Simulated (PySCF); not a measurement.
**N: excitation energy**

N [He] 2s2 2p3 (4S) → N [He] 2s1 2p4 (4P), as a difference of total energies. Computed with PySCF 2.14 in dyall-acv3z (15s9p4d2f, 76 functions), with the spin-free X2C one-electron Hamiltonian (Gaussian nucleus). Correlated levels: valence: 1s2 frozen; valence and next inner shell: nothing frozen; virtual orbitals above 40 to 60 times the deepest correlated orbital energy dropped. The calculations carry no spin-orbit coupling.

| method | excitation energy (cm⁻¹) | error (cm⁻¹) |
| --- | --- | --- |
| UHF | 87877 | -255 |
| LDA | 85326 | -2807 |
| PBE | 83880 | -4253 |
| PBE0 | 85832 | -2301 |
| r2SCAN | 83312 | -4821 |
| B3LYP | 85835 | -2298 |
| M06-2X | 90739 | +2607 |
| BP86 | 83195 | -4938 |
| HSE06 | 85700 | -2433 |
| MP2 (valence) | 89286 | +1154 |
| SCS-MP2 (valence) | 89456 | +1324 |
| MP2 (valence and next inner shell) | 89260 | +1127 |
| SCS-MP2 (valence and next inner shell) | 89506 | +1373 |

Reference: 88132 cm⁻¹ (measured; NIST levels, between the centres of gravity of the two terms).

Errors of the correlated levels include the incompleteness of this basis and the frozen core.
